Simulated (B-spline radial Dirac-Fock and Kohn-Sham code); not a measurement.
These are calculated numbers from a radial finite-basis atomic code; the model is Dirac-Fock energy differences between relaxed states, corrected for Breit and QED terms. Correlation energy is missing from these numbers.

Q: An atom or ion in its tabulated ground configuration has these computed binding energies (the last is its least bound level). Which is it?

```tsv
level	binding energy (eV)
L1	11421.2
L3	9703.4
M1	2747.7
M5	1804.1
N5	353.8
O1	190.7
N6,7	152.2
```

A: Hf⁸⁺: Z = 72 with 64 electrons, [Kr] 4d10 4f13 5s2 5p3.
